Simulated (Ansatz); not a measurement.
System: AlF₂, charge 1, singlet. AlF2+ (SMILES [Al+]([F])[F]).
B3LYP-D3(BJ)/def2-TZVP minimum from Ansatz (an electronic-structure program):
```xyz
3

Al     0.0000     0.0000     0.0000
F      0.0000     0.0000    -1.5918
F      0.0000     0.0000     1.5918
```
Charge +1, spin multiplicity 1.

Hartree-Fock and CCSD correlation energies in hartree (Ansatz). UHF or UKS for unpaired electrons; spin-orbit terms are left out. Cores are frozen in correlated methods. No relativity. The spin of AlF2+ ([F][Al+][F], singlet) was assumed, and the state is the lowest solution found for it.

```
basis        X       E(HF)  E(corr, CCSD)
-----------  -  ----------  -------------
cc-pV(T+d)Z  3  -440.70230       -0.55572
cc-pV(Q+d)Z  4  -440.72518       -0.60281
cc-pV(5+d)Z  5  -440.73027       withheld
```

Q: Fit E(corr) = E∞ + A/X³ to X = 3 and 4, predict X = 5, and compare with the run.

A: A = (-0.55572 - (-0.60281))/(1/27 - 1/64) = 2.1992; E∞ = -0.60281 - A/64 = -0.63717; at X = 5, E∞ + A/125 = -0.61958. The run gave -0.62076, 1.18 mEh below the prediction. The same form on X = 4 and 5 gives E∞ = -0.63959, 2.42 mEh below the first estimate.
